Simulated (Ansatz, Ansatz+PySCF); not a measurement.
```json
{"atom": "C", "x (Å)": "0.0000", "y (Å)": "0.0000", "z (Å)": "-0.6682"}
{"atom": "F", "x (Å)": "0.0000", "y (Å)": "0.0000", "z (Å)": "0.8043"}
{"atom": "H", "x (Å)": "0.0000", "y (Å)": "-1.1189", "z (Å)": "-1.0763"}
{"atom": "H", "x (Å)": "-0.9690", "y (Å)": "0.5595", "z (Å)": "-1.0763"}
{"atom": "H", "x (Å)": "0.9690", "y (Å)": "0.5595", "z (Å)": "-1.0763"}
```

Basis set: def2-SVP (spherical functions). Left uncorrelated: 2 orbitals. Charge 0, multiplicity 1.

Computed with Ansatz (development build ahead of 0.2.0); each method stands on the lowest determinant of its kind that the runs found. Restricted open shells among the atoms or ions are ROHF, correlated in semicanonical orbitals with singles.

The atomization energy at this shape (free ground-state atoms in the same class of orbitals less the molecule, no zero-point energy) of singlet CH₃F:

```tsv
method	atomization energy
RHF-CCSD(T)	16.93 eV
RHF-MP2	17.01 eV
RHF	13.11 eV
```

(1) What does UHF give?

Results:

(1) 12.90 eV. Caution: the shape is not the minimum.
